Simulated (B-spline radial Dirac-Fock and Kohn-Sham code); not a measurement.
**Levels of muonic ²⁰⁶Bi**

Nucleus: ²⁰⁶Bi, Fermi distribution (skin thickness 2.3 fm), rms radius 5.5034 fm (measured, Angeli and Marinova 2013).

The run's input, task.json:

```json
{"items": [{
  "Z": 83,
  "q": 0,
  "cfg": [[1, 0, 2], [2, 0, 2], [2, 1, 6], [3, 0, 2], [3, 1, 6], [3, 2, 10], [4, 0, 2], [4, 1, 6], [4, 2, 10], [4, 3, 14], [5, 0, 2], [5, 1, 6], [5, 2, 10], [6, 0, 2], [6, 1, 3]],
  "A": 206,
  "rrms": 5.5034,
  "do": "muonic",
  "nuclei": [[206, 205.978499, 5.5034, "measured", "fermi"]]
}]}
```

Run with: `python xray2_run.py task.json out`

Model: the Dirac equation of a negative muon with reduced mass in the field of a spherical finite nucleus, with the Uehling potential to all orders; nuclear polarisation, deformation, hyperfine structure, self-energy, higher-order vacuum polarisation, relativistic recoil and electron screening are left out. Program: a radial atomic solver.

| level | binding (keV) | point nucleus, no QED (keV) | vacuum polarisation (keV) | ⟨r⟩ (fm) |
| --- | --- | --- | --- | --- |
| 1s1/2 | 10790 | 21570 | 68.354 | 8.1 |
| 2s1/2 | 3678 | 5539 | 19.838 | 24.1 |
| 2p1/2 | 4929 | 5539 | 33.236 | 15.2 |
| 2p3/2 | 4738 | 4959 | 30.621 | 15.9 |
| 3s1/2 | 1805 | 2394 | 7.735 | 49.3 |
| 3p1/2 | 2191 | 2394 | 11.090 | 37.8 |
| 3p3/2 | 2142 | 2221 | 10.544 | 38.7 |
| 3d3/2 | 2228 | 2221 | 10.882 | 30.8 |
| 3d5/2 | 2183 | 2175 | 10.189 | 31.8 |
| 4d3/2 | 1249 | 1247 | 4.717 | 62.3 |
| 4d5/2 | 1231 | 1227 | 4.456 | 63.4 |
| 4f5/2 | 1231 | 1227 | 3.913 | 54.1 |
| 4f7/2 | 1221 | 1218 | 3.799 | 54.8 |

Q: By how much does the finite nuclear size lower the 1s binding energy?

A: By 10860 keV, 50.32 % of the point-nucleus value (point value plus vacuum polarisation less the binding energy). The 1s orbit has ⟨r⟩ = 8.1 fm.

Values without a named source are computed, but for edge energies of neutral atoms, which are taken from tables.
